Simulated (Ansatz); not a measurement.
Geometry optimisation, Ansatz, RKS CAM-B3LYP-D4/6-31G*.

input.yaml

```yaml
crystal:
  periodic: [false, false, false]
  atoms:
    - { symbol: C, position_ang: [-1.6731, 0.7426, 0.9711] }
    - { symbol: S, position_ang: [-0.0192, 1.3586, 0.737] }
    - { symbol: C, position_ang: [0.8147, -0.2469, 0.6692] }
    - { symbol: Si, position_ang: [0.9647, -0.8909, -1.0599] }
    - { symbol: O, position_ang: [1.4867, 0.1886, -2.1731] }
    - { symbol: H, position_ang: [-2.3788, 1.672, 1.0541] }
    - { symbol: H, position_ang: [-2.0245, 0.2036, 0.1022] }
    - { symbol: H, position_ang: [-1.7678, 0.2055, 1.863] }
    - { symbol: H, position_ang: [1.8748, -0.0625, 1.0746] }
    - { symbol: H, position_ang: [0.3811, -0.9496, 1.4022] }
    - { symbol: H, position_ang: [-0.4909, -1.2672, -1.4667] }
    - { symbol: H, position_ang: [1.7384, -2.1208, -1.1024] }
    - { symbol: H, position_ang: [1.1145, 1.1323, -2.0565] }
basis:
  gaussian: { orbitals: "6-31G*" }
hamiltonian:
  xc: cam_b3lyp
  dispersion: d4
relax:
  f_tol: 0.015
  max_steps: 40
```

Run as:

```bash
$ ansatz run input.yaml --threads 2 --pin off --max-ram 3072MiB --backend cpu --events-out ev --progress --plain --runs-dir out
```

Task: Where does it end, and by what steps?

Result: It converged. After 11 steps the energy has fallen by 0.458 eV; H13 moved furthest, 0.33 Å.

```json
{"step": "0", "energy less start (eV)": "0.0000", "largest force component (eV/Å)": "3.128", "accepted": "yes"}
{"step": "1", "energy less start (eV)": "-0.3978", "largest force component (eV/Å)": "0.776", "accepted": "yes"}
{"step": "2", "energy less start (eV)": "-0.4462", "largest force component (eV/Å)": "0.162", "accepted": "yes"}
{"step": "3", "energy less start (eV)": "-0.4524", "largest force component (eV/Å)": "0.087", "accepted": "yes"}
{"step": "4", "energy less start (eV)": "-0.4544", "largest force component (eV/Å)": "0.031", "accepted": "yes"}
{"step": "5", "energy less start (eV)": "-0.4556", "largest force component (eV/Å)": "0.038", "accepted": "yes"}
{"step": "6", "energy less start (eV)": "-0.4559", "largest force component (eV/Å)": "0.126", "accepted": "yes"}
{"step": "7", "energy less start (eV)": "-0.4573", "largest force component (eV/Å)": "0.039", "accepted": "yes"}
{"step": "8", "energy less start (eV)": "-0.4577", "largest force component (eV/Å)": "0.053", "accepted": "yes"}
{"step": "9", "energy less start (eV)": "-0.4578", "largest force component (eV/Å)": "0.031", "accepted": "yes"}
{"step": "10", "energy less start (eV)": "-0.4578", "largest force component (eV/Å)": "0.034", "accepted": "no"}
{"step": "11", "energy less start (eV)": "-0.4579", "largest force component (eV/Å)": "0.004", "accepted": "yes"}
```

```xyz
13
Properties=species:S:1:pos:R:3
C -1.659 0.813 0.837
S 0.076 1.343 0.861
C 0.916 -0.278 0.729
Si 0.835 -0.944 -1.035
O 1.253 0.275 -2.072
H -2.270 1.714 0.908
H -1.916 0.286 -0.084
H -1.878 0.173 1.696
H 1.960 -0.087 0.997
H 0.516 -0.964 1.483
H -0.537 -1.461 -1.289
H 1.805 -2.047 -1.228
H 0.921 1.142 -1.791
```

Run time: 63 s on 2 threads of Intel(R) Xeon(R) Platinum 8488C (Sapphire Rapids) (shared host), peak memory 0.29 GiB.
